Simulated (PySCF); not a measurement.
C6H6S2, charge +1, doublet, geometry from GFN2-xTB of the parent state (a state made from the parent by changing its charge; the spin is typed, not shown lowest); MP2/6-31G (PySCF).

Input for PySCF:
```python
from pyscf import gto, scf, mp

mol = gto.M(
    atom='''
S    -3.14116872   -0.26264692   -0.09295716
C    -1.38195401   -0.09892678   -0.04553054
C    -0.75085903    1.10020482   -0.34640723
C     0.62724100    1.18826431   -0.29805128
C     1.38309751    0.07775779    0.05149196
S     3.14783621    0.13921546    0.12771684
C     0.75043301   -1.12379036    0.35295925
C    -0.62427860   -1.21163333    0.30472219
H    -3.39163766    0.99403030   -0.45651050
H    -1.33037006    1.97029991   -0.61960607
H     1.10908733    2.12617929   -0.53400830
H     3.26128319    1.41914662   -0.22306711
H     1.34218743   -1.98436192    0.62415105
H    -1.11930943   -2.14164960    0.53777994
''',
    basis='6-31g',
    charge=1,
    spin=1,
    verbose=4,
)

mf = scf.UHF(mol)
mf.kernel()

pt = mp.MP2(mf)
pt.kernel()
print('E(MP2) = %.10f' % pt.e_tot)
```

**Question.** Predict the main parts of the log of this PySCF run.

**Answer.** 
```
PySCF version 2.14.0

[INPUT] verbose = 4
[INPUT] num. atoms = 14
[INPUT] num. electrons = 73
[INPUT] charge = 1
[INPUT] spin (= nelec alpha-beta = 2S) = 1
[INPUT] symmetry False subgroup None
[INPUT] Mole.unit = angstrom
[INPUT] Symbol           X                Y                Z      unit          X                Y                Z       unit  Magmom
[INPUT]  1 S     -3.141168720000  -0.262646920000  -0.092957160000 AA   -5.935948591851  -0.496330746261  -0.175663573717 Bohr   0.0
[INPUT]  2 C     -1.381954010000  -0.098926780000  -0.045530540000 AA   -2.611514595644  -0.186944520585  -0.086040250904 Bohr   0.0
[INPUT]  3 C     -0.750859030000   1.100204820000  -0.346407230000 AA   -1.418917924857   2.079085790726  -0.654614792269 Bohr   0.0
[INPUT]  4 C      0.627241000000   1.188264310000  -0.298051280000 AA    1.185313704098   2.245494109495  -0.563235290276 Bohr   0.0
[INPUT]  5 C      1.383097510000   0.077757790000   0.051491960000 AA    2.613675497468   0.146940927151   0.097305702017 Bohr   0.0
[INPUT]  6 S      3.147836210000   0.139215460000   0.127716840000 AA    5.948548321889   0.263079091705   0.241349849095 Bohr   0.0
[INPUT]  7 C      0.750433010000  -1.123790360000   0.352959250000 AA    1.418112863733  -2.123656001826   0.666996315632 Bohr   0.0
[INPUT]  8 C     -0.624278600000  -1.211633330000   0.304722190000 AA   -1.179715579427  -2.289655157095   0.575841483178 Bohr   0.0
[INPUT]  9 H     -3.391637660000   0.994030300000  -0.456510500000 AA   -6.409266291161   1.878445026519  -0.862679817988 Bohr   0.0
[INPUT] 10 H     -1.330370060000   1.970299910000  -0.619606070000 AA   -2.514035057721   3.723327213155  -1.170885777418 Bohr   0.0
[INPUT] 11 H      1.109087330000   2.126179290000  -0.534008300000 AA    2.095871301925   4.017896549822  -1.009129435245 Bohr   0.0
[INPUT] 12 H      3.261283190000   1.419146620000  -0.223067110000 AA    6.162932043748   2.681798442402  -0.421535745298 Bohr   0.0
[INPUT] 13 H      1.342187430000  -1.984361920000   0.624151050000 AA    2.536366650534  -3.749900560816   1.179474544860 Bohr   0.0
[INPUT] 14 H     -1.119309430000  -2.141649600000   0.537779940000 AA   -2.115188271343  -4.047131198784   1.016256801885 Bohr   0.0

nuclear repulsion = 458.266502378901
number of shells = 56
number of NR pGTOs = 248
number of NR cGTOs = 92
basis = 6-31g
ecp = {}

******** <class 'pyscf.scf.uhf.UHF'> ********
method = UHF
initial guess = minao
damping factor = 0
level_shift factor = 0
DIIS = <class 'pyscf.scf.diis.CDIIS'>
diis_start_cycle = 1
diis_space = 8
diis_damp = 0
SCF conv_tol = 1e-09
SCF conv_tol_grad = None
SCF max_cycles = 50
direct_scf = True
direct_scf_tol = 1e-13
number electrons alpha = 37  beta = 36
Set gradient conv threshold to 3.16228e-05
init E= -1028.00090289674

cycle= 1 E= -1025.12899516298  delta_E= 2.87  |g|= 0.432  |ddm|= 2.75
cycle= 2 E= -1025.24840185712  delta_E= -0.119  |g|= 0.224  |ddm|= 1.24
cycle= 3 E= -1025.27753371469  delta_E= -0.0291  |g|= 0.054  |ddm|= 0.44
cycle= 4 E= -1025.28049430413  delta_E= -0.00296  |g|= 0.013  |ddm|= 0.156
cycle= 5 E= -1025.28088045345  delta_E= -0.000386  |g|= 0.00779  |ddm|= 0.0393
cycle= 6 E= -1025.28108690149  delta_E= -0.000206  |g|= 0.00458  |ddm|= 0.0274
cycle= 7 E= -1025.28118750933  delta_E= -0.000101  |g|= 0.0025  |ddm|= 0.0245
cycle= 8 E= -1025.28121425469  delta_E= -2.67e-05  |g|= 0.00139  |ddm|= 0.0129
cycle= 9 E= -1025.2812243156  delta_E= -1.01e-05  |g|= 0.000542  |ddm|= 0.01
cycle= 10 E= -1025.28122574661  delta_E= -1.43e-06  |g|= 0.000205  |ddm|= 0.00382
cycle= 11 E= -1025.28122589749  delta_E= -1.51e-07  |g|= 7.64e-05  |ddm|= 0.00124
cycle= 12 E= -1025.28122591163  delta_E= -1.41e-08  |g|= 3.72e-05  |ddm|= 0.000332
cycle= 13 E= -1025.28122591445  delta_E= -2.82e-09  |g|= 1.81e-05  |ddm|= 0.000126
cycle= 14 E= -1025.28122591535  delta_E= -9.08e-10  |g|= 8.02e-06  |ddm|= 0.000104
Extra cycle  E= -1025.28122591545  delta_E= -9.46e-11  |g|= 4.64e-06  |ddm|= 2.24e-05
converged SCF energy = -1025.28122591545  <S^2> = 0.79086098  2S+1 = 2.0404519

******** <class 'pyscf.mp.ump2.UMP2'> ********
nocc = (np.int64(37), np.int64(36)), nmo = (92, 92)
E(UMP2) = -1025.91704361805  E_corr = -0.635817702604121
E(SCS-UMP2) = -1025.90364123108  E_corr = -0.622415315631924
E_corr(same-spin) = -0.16219145479964
E_corr(oppo-spin) = -0.473626247804481
E(MP2) = -1025.9170436181
```
